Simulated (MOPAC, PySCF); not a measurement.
C2H4BN, SMILES `BN=C=C` (H–B–N–C torsion 158°), neutral singlet in the gas phase. 

Cartesian coordinates (Å):
```xyz
8

B      1.9307     0.0606     0.0953
N      0.5603     0.0184    -0.0372
C     -0.6269    -0.0193    -0.1522
C     -1.9255    -0.0602    -0.2779
H      2.4163     0.9661     0.6937
H      2.5758    -0.8106    -0.3933
H     -2.3935    -0.8718    -0.8136
H     -2.5372     0.7169     0.1542
```
Charge 0, spin multiplicity 1.

All levels are single points at this geometry (CAM-B3LYP-D3(BJ)/def2-TZVP); Pople sets use spherical d functions. Orbital energies aren't observables, and empty levels follow the basis.

| level | HOMO (eV) | LUMO (eV) | gap (eV) | dipole (D) | vertical IE, Delta-SCF (eV) |
|---|---|---|---|---|---|
| CAM-B3LYP-D3(BJ)/def2-TZVP in PySCF | -8.27 | -0.17 | 8.10 | 1.08 | 9.17 |
| BP86/6-31G* in PySCF | -5.80 | -1.78 | 4.03 | 1.47 | – |
| M06-2X/6-31G* in PySCF | -7.84 | 0.16 | 8.00 | 1.14 | – |
| PBE/6-31G* in PySCF | -5.70 | -1.69 | 4.01 | 1.47 | 9.00 |
| PM3 in MOPAC | -9.44 | -0.17 | 9.27 | 1.99 | – |
| PM6 in MOPAC | -9.34 | -0.24 | 9.10 | 0.01 | – |
